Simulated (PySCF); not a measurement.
Computed shifts of a molecule C2H8FNOSi, PBE/pcSseg-1 run with PySCF, GIAO, gas phase, equivalent atoms averaged, in ppm (number of nuclei): ¹³C: 83.8 (1), -2.2 (1). ²⁹Si: -4.6 (1). ¹⁵N: 35.3 (1). ¹⁹F: -331.0 (1). ¹H: 4.88 (1), 4.68 (1), 1.32 (1), 0.99 (1), 0.72 (1), 0.41 (3). References: ¹³C against TMS (σ = 182.0 ppm); ²⁹Si against TMS (σ = 335.4 ppm); ¹⁵N against NH3 (σ = 267.0 ppm); ¹⁷O against H2O (σ = 334.3 ppm); ¹⁹F against CFCl3 (σ = 133.6 ppm); ¹H against TMS (σ = 31.49 ppm), references at their B3LYP-D3(BJ)/def2-TZVP geometries, non-relativistic. Coordinates come from a r2SCAN-D4/def2-SVP optimisation. Other conformers were not sampled.

Question: Which molecule gave these data?
A) COC[Si@@H](N)F
B) C[C@@H](F)[Si@@H](N)O
C) CNC[Si@@H](O)F
D) C[Si@@](N)(O)CF

Answer: D, C[Si@@](N)(O)CF
